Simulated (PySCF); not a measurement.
Levels of Te⁵⁺ from EOM-EA-GCCSD

Reference: closed-shell Te⁶⁺, [Kr] 4d10; one electron is added. Calculated with PySCF 2.14, two-component X2C-1e with screened spin-orbit coupling, x2c-TZVPPall-2c with one added diffuse shell each of s, p, d, f type (9s10p6d3f, 90 functions); frozen [Ar] 3d10; the 6 highest virtual spinors dropped; of the others 108 kept and the rest restored at second order. No Breit or QED terms. Binding energies in eV.

```json
{"level": "5s1/2", "Koopmans": "68.890", "second order": "70.425", "EOM-CCSD": "70.329"}
{"level": "5p1/2", "Koopmans": "57.643", "second order": "58.828", "EOM-CCSD": "58.766"}
{"level": "5p3/2", "Koopmans": "56.237", "second order": "57.360", "EOM-CCSD": "57.303"}
{"level": "5d3/2", "Koopmans": "39.616", "second order": "40.090", "EOM-CCSD": "40.088"}
{"level": "5d5/2", "Koopmans": "39.412", "second order": "39.877", "EOM-CCSD": "39.876"}
{"level": "6s1/2", "Koopmans": "35.534", "second order": "36.004", "EOM-CCSD": "35.967"}
```

Electric-dipole lines between these computed levels:

| lower | upper | ΔE (eV) | vacuum wavelength (nm) |
| --- | --- | --- | --- |
| 5s1/2 | 5p1/2 | 11.564 | 107.2 |
| 5s1/2 | 5p3/2 | 13.026 | 95.18 |
| 5p1/2 | 5d3/2 | 18.678 | 66.38 |
| 5p1/2 | 6s1/2 | 22.798 | 54.38 |
| 5p3/2 | 5d3/2 | 17.216 | 72.02 |
| 5p3/2 | 5d5/2 | 17.427 | 71.14 |
| 5p3/2 | 6s1/2 | 21.336 | 58.11 |

For comparison, the ionisation energy of Te⁵⁺ is 69.1 ± 2 eV (theoretical estimate listed by NIST; NIST Atomic Spectra Database, ionization energies).

The highest levels are limited by the diffuse functions of the basis.
